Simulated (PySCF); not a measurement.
Level of theory: TPSSh-D3(BJ)/def2-TZVP // PBE0-D3(BJ)/def2-SVP (PySCF). Gas-phase values, no solvent. One relaxed conformer stands for a flexible species; it need not be the lowest. 

Reference species (SMILES): `[C@H]1(C#N)[C@H](B)CCCC1` (neutral, multiplicity 1).

```json
{
 "LUMO": "-2.00 eV",
 "HOMO": "-7.84 eV",
 "HOMO–LUMO gap": "5.84 eV"
}
```

Changed species: `B[C@@H]1CCCC[C@@H]1C#N`.

Task: Give the shifts of the LUMO, HOMO and HOMO–LUMO gap.

Result: the LUMO hardly moves; the HOMO hardly moves; the HOMO–LUMO gap stays essentially unchanged.
